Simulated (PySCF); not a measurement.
Start geometry of `C#C/C=C(\F)C(=C)F` from GFN2-xTB (Å):
```
atom  x, y, z in Å
C1     3.407   -0.103    0.260
C2     2.277    0.202   -0.017
C3     0.960    0.555   -0.340
C4    -0.120   -0.124    0.080
F5     0.013   -1.217    0.860
C6    -1.497    0.209   -0.233
C7    -2.580   -0.448    0.168
F8    -1.621    1.307   -1.013
H9     4.393   -0.365    0.500
H10    0.819    1.427   -0.962
H11   -2.486   -1.321    0.787
H12   -3.562   -0.121   -0.117
```

Problem. What comes out of this run: PBE0-D3(BJ)/def2-SVP geometry optimisation, gas phase in PySCF 2.14.0?

Solution. 
```
atom  x, y, z in Å
C1     3.423   -0.244    0.363
C2     2.290    0.083    0.073
C3     0.990    0.501   -0.288
C4    -0.140   -0.132    0.081
F5    -0.104   -1.224    0.831
C6    -1.486    0.288   -0.285
C7    -2.612   -0.330    0.076
F8    -1.507    1.386   -1.041
H9     4.420   -0.546    0.626
H10    0.875    1.394   -0.907
H11   -2.559   -1.224    0.694
H12   -3.581    0.055   -0.245
```

The energy falls by 1.5 kcal/mol over 6 energy and gradient evaluations, the largest force component goes from 0.0202 to 4.5e-04 Eh/bohr, and the atoms move by 0.032 Å rms after alignment. The bond that changes most is C1–H9 (terminal alkyne carbon to alkyne hydrogen), which lengthens by 0.026 Å. Bonds longer at the end by more than 0.005 Å: 8 of 11; shorter: 2. Among the angles that change most is C4–C3–H10, from 118.9° to 116.8°. Rotational constants go from 4812, 1221, 974.1 to 4850, 1212, 969.6 MHz. The orientation of the end geometry is arbitrary; only internal coordinates are fixed.

The run used 132 basis functions and 51 SCF cycles in all. Hardware: one thread of an Arm Neoverse V2, no GPU, shared host with 96 logical CPUs at a one-minute load of 51. Cost: 42 s, 0.67 GiB resident at most.

No PBE0-D3(BJ)/def2-SVP frequencies stand behind this structure, so it isn't proved a minimum. One conformer, not necessarily the lowest.
